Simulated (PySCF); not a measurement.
C$_{3}$H$_{5}$, doublet, geometry from GFN2-xTB. Base run: M06/3-21G in PySCF.

The PySCF input:
```python
from pyscf import gto, scf, dft

mol = gto.Mole()
mol.atom = '''
    C     1.321212   -0.047521    0.209243
    C     0.074642   -0.360985    0.068571
    C    -1.234962    0.203217   -0.220735
    H     2.077809   -0.783072    0.441258
    H     1.708973    0.970548    0.107196
    H    -1.183258    1.287632   -0.384598
    H    -1.652686   -0.258370   -1.116139
    H    -1.916195    0.014997    0.609806
'''
mol.basis = '3-21g'
mol.charge = 0
mol.spin = 1
mol.verbose = 4
mol.build()

mf = dft.UKS(mol)
mf.xc = 'm06'
mf.kernel()
mf.analyze()
```

The base run was repeated with changes; each row names its change, and settings that it needs were set with it.

```
change                            ΔE vs base (µEh)  grid points  electrons on the grid
--------------------------------  ----------------  -----------  ---------------------
base                                           0.0        91400               23.00003
grids.level = 5                               12.6       246640               23.00000
grids.atom_grid = (50, 194)                    218        52904               23.00001
grids.level = 4                               11.2       164368               23.00000
grids.atom_grid = (150, 974)                  11.8       650280               23.00000
grids.level = 1                                8.4        27904               23.00010
grids.radi_method = delley                     8.4        98384               23.00002
grids.radi_method = mura_knowles               2.9        87080               23.00003
grids.prune = off                             -0.3       143456               23.00002
grids.level = 7                               11.5       510336               23.00000
small_rho_cutoff = 0                           0.0        91400               23.00003
```

Open shells are given as the SCF converged; they aren't shown to be the lowest states, and a large step between rows can be another state.
